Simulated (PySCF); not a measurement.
C$_{2}$H$_{5}$N, charge -1, doublet, geometry from GFN2-xTB (a state made from the parent by changing its charge; the spin is typed, not shown lowest) (in this run its highest filled SCF level lies above zero, so its values depend strongly on the basis, on diffuse functions most of all); R2SCAN/6-31G in PySCF.

PySCF was given this input:
```python
from pyscf import gto, scf, dft

mol = gto.Mole()
mol.atom = '''
    C     1.069281   -0.359560    0.020874
    N    -0.054568    0.367812    0.458481
    C    -1.156070    0.242736   -0.362938
    H     1.581013    0.069265   -0.888081
    H     1.833448   -0.377720    0.817563
    H     0.862421   -1.431850   -0.257947
    H    -1.284566   -0.701054   -0.942611
    H    -2.089610    0.567621    0.114086
'''
mol.basis = '6-31g'
mol.charge = -1
mol.spin = 1
mol.verbose = 4
mol.build()

mf = dft.UKS(mol)
mf.xc = 'r2scan'
mf.grids.atom_grid = (30, 110)
mf.kernel()
mf.analyze()
```

Question: Write the output that PySCF gives for this input, abridged.

Answer: 
```
PySCF version 2.14.0

[INPUT] verbose = 4
[INPUT] num. atoms = 8
[INPUT] num. electrons = 25
[INPUT] charge = -1
[INPUT] spin (= nelec alpha-beta = 2S) = 1
[INPUT] symmetry False subgroup None
[INPUT] Mole.unit = angstrom
[INPUT] Symbol           X                Y                Z      unit          X                Y                Z       unit  Magmom
[...]
nuclear repulsion = 70.7146910371898
number of shells = 25
number of NR pGTOs = 86
number of NR cGTOs = 37
basis = 6-31g
ecp = {}

******** <class 'pyscf.dft.uks.UKS'> ********
method = UKS
initial guess = minao
damping factor = 0
level_shift factor = 0
DIIS = <class 'pyscf.scf.diis.CDIIS'>
diis_start_cycle = 1
diis_space = 8
diis_damp = 0
SCF conv_tol = 1e-09
SCF conv_tol_grad = None
SCF max_cycles = 50
direct_scf = True
direct_scf_tol = 1e-13
number electrons alpha = 13  beta = 12
XC library pyscf.dft.libxc version 7.1.2
    S. Lehtola, C. Steigemann, M. J. T. Oliveira, and M. A. L. Marques,  SoftwareX 7, 1–5 (2018)
XC functionals = r2scan
    J. W. Furness, A. D. Kaplan, J. Ning, J. P. Perdew, and J. Sun,  J. Phys. Chem. Lett. 11, 8208–8215 (2020)
    J. W. Furness, A. D. Kaplan, J. Ning, J. P. Perdew, and J. Sun,  J. Phys. Chem. Lett. 11, 9248–9248 (2020)
    J. W. Furness, A. D. Kaplan, J. Ning, J. P. Perdew, and J. Sun,  J. Phys. Chem. Lett. 11, 8208–8215 (2020)
    J. W. Furness, A. D. Kaplan, J. Ning, J. P. Perdew, and J. Sun,  J. Phys. Chem. Lett. 11, 9248–9248 (2020)
radial grids:
    Treutler-Ahlrichs [JCP 102, 346 (1995); DOI:10.1063/1.469408] (M4) radial grids

becke partition: Becke, JCP 88, 2547 (1988); DOI:10.1063/1.454033
pruning grids: <function nwchem_prune>
grids dens level: 3
symmetrized grids: False
atomic radii adjust function: <function treutler_atomic_radii_adjust>
User specified grid scheme (30, 110)
small_rho_cutoff = 0
Set gradient conv threshold to 3.16228e-05
tot grids = 19704
init E= -133.788322112516

cycle= 1 E= -133.631079057322  delta_E= 0.157  |g|= 0.406  |ddm|= 1.86
cycle= 2 E= -133.434871158509  delta_E= 0.196  |g|= 0.724  |ddm|= 2.77
cycle= 3 E= -133.726065197235  delta_E= -0.291  |g|= 0.145  |ddm|= 2.12
cycle= 4 E= -133.736262112031  delta_E= -0.0102  |g|= 0.0325  |ddm|= 0.182
cycle= 5 E= -133.736709408581  delta_E= -0.000447  |g|= 0.0151  |ddm|= 0.0673
cycle= 6 E= -133.736839879987  delta_E= -0.00013  |g|= 0.00334  |ddm|= 0.0248
cycle= 7 E= -133.736847272785  delta_E= -7.39e-06  |g|= 0.000597  |ddm|= 0.00753
cycle= 8 E= -133.736847682708  delta_E= -4.1e-07  |g|= 0.00018  |ddm|= 0.00176
cycle= 9 E= -133.736847715087  delta_E= -3.24e-08  |g|= 3.72e-05  |ddm|= 0.000451
cycle= 10 E= -133.736847716711  delta_E= -1.62e-09  |g|= 9.01e-06  |ddm|= 0.000129
cycle= 11 E= -133.736847716801  delta_E= -9e-11  |g|= 3.18e-06  |ddm|= 3.37e-05
Extra cycle  E= -133.736847716809  delta_E= -8.01e-12  |g|= 2.94e-06  |ddm|= 1.19e-05
converged SCF energy = -133.736847716809  <S^2> = 0.75316521  2S+1 = 2.0031627
**** SCF Summaries ****
Total Energy =                        -133.736847716809393
Nuclear Repulsion Energy =              70.714691037189809
One-electron Energy =                 -325.589758448976852
Two-electron Energy =                  121.138219694977650
Two-electron Coulomb Energy =          140.881570807251990
DFT Exchange-Correlation Energy =      -19.743351112274340
**** MO energy ****
                             alpha | beta                alpha | beta
[...]
To work with the spin densities directly, `use mulliken_meta_spin()` only printing them here.

 ** Mulliken spin pop alpha/beta on meta-lowdin orthogonal AOs **
 ** Mulliken Spin Density (per AO)  **
spin_pop of  0 C 1s        0.00000
spin_pop of  0 C 2s       -0.00492
spin_pop of  0 C 3s        0.00003
spin_pop of  0 C 2px      -0.00726
spin_pop of  0 C 2py      -0.00079
spin_pop of  0 C 2pz      -0.00815
spin_pop of  0 C 3px       0.00101
spin_pop of  0 C 3py       0.00158
spin_pop of  0 C 3pz       0.00039
spin_pop of  1 N 1s       -0.00001
spin_pop of  1 N 2s        0.01435
spin_pop of  1 N 3s        0.00048
spin_pop of  1 N 2px       0.02786
spin_pop of  1 N 2py       0.19080
spin_pop of  1 N 2pz       0.14904
spin_pop of  1 N 3px       0.00105
spin_pop of  1 N 3py       0.00216
spin_pop of  1 N 3pz       0.00144
spin_pop of  2 C 1s       -0.00001
spin_pop of  2 C 2s        0.06333
spin_pop of  2 C 3s        0.00309
spin_pop of  2 C 2px       0.00883
spin_pop of  2 C 2py       0.19011
spin_pop of  2 C 2pz       0.25734
spin_pop of  2 C 3px       0.00002
spin_pop of  2 C 3py       0.00357
spin_pop of  2 C 3pz       0.00700
spin_pop of  3 H 1s        0.06183
spin_pop of  3 H 2s        0.00556
spin_pop of  4 H 1s        0.00090
spin_pop of  4 H 2s       -0.00002
spin_pop of  5 H 1s        0.03066
spin_pop of  5 H 2s        0.00283
spin_pop of  6 H 1s        0.00129
spin_pop of  6 H 2s        0.00086
spin_pop of  7 H 1s       -0.00651
spin_pop of  7 H 2s        0.00024
 ** Mulliken Spin Density (per atom)  **
spin density of  0 C =     -0.01811
spin density of  1 N =      0.38718
spin density of  2 C =      0.53328
spin density of  3 H =      0.06739
spin density of  4 H =      0.00088
spin density of  5 H =      0.03348
spin density of  6 H =      0.00215
spin density of  7 H =     -0.00627
 ** Mulliken pop alpha/beta on meta-lowdin orthogonal AOs **
 ** Mulliken pop       alpha | beta **
[...]
In total            13.00000 | 12.00000
 ** Mulliken atomic charges   ( Nelec_alpha | Nelec_beta ) **
charge of  0C =     -0.21625  (     3.09907      3.11718 )
charge of  1N =     -0.44493  (     3.91606      3.52887 )
charge of  2C =     -0.44328  (     3.48828      2.95500 )
charge of  3H =      0.01383  (     0.52678      0.45939 )
charge of  4H =      0.05682  (     0.47203      0.47115 )
charge of  5H =      0.00702  (     0.51323      0.47975 )
charge of  6H =     -0.00761  (     0.50488      0.50273 )
charge of  7H =      0.03439  (     0.47967      0.48594 )

WARN: System has nonzero charge -1; the dipole moment is origin-dependent.
Location of origin: [0. 0. 0.]

Dipole moment(X, Y, Z, Debye):  1.54524, -1.55572, -0.16236
```
